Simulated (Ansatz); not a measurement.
Reaction (formal hydrolysis of the In–Se bond): `[CH3][In]([Cl])[SeH]` + H₂O → `[CH3][In]([OH])[Cl]` + H₂Se

Computed with Ansatz on PBE0-D4/def2-TZVP structures; ΔE is electronic, products minus reactants. CCSD(T)/CBS adds triple-zeta CCSD(T) − MP2 to the extrapolated MP2 energy (def2 sets, frozen cores). This one scheme is used for every species. DFT in def2-TZVPP. HSE06 is defined as in plane-wave codes. Elements past krypton have def2 core potentials. For In, Se outer-core shells are correlated without core-valence functions, which leaves a few kJ/mol of doubt a bond. Scalar relativity is left out up to krypton. Each species was taken in one conformer, which may not be the lowest.

| level | ΔE (eV) |
| --- | --- |
| r2SCANh-D4 | 0.94 |
| HSE06-D4 | 1.00 |
| r2SCAN | 0.90 |
| CAM-B3LYP | 0.82 |
| MP2/def2-TZVPP | 0.95 |
| SCS-MP2/def2-TZVPP | 0.89 |
| CCSD/def2-TZVPP | 0.91 |
| CCSD(T)/def2-TZVPP | 0.90 |

What does CCSD(T)/CBS give? (Best estimate.)

The calculation gave: +0.93 eV. The listed levels differ from it by 0.01, 0.07, -0.03, -0.11, 0.02, -0.04, -0.02, -0.03 eV.

Largest T1 diagnostic among the species: 0.014.

At CCSD(T), def2-SVP lies −0.08 eV from the extrapolated value and def2-TZVPP −0.04 eV. From r2SCAN to r2SCAN0 (25 % exact exchange), in def2-TZVPP and without D4, ΔE moves by +0.08 eV.
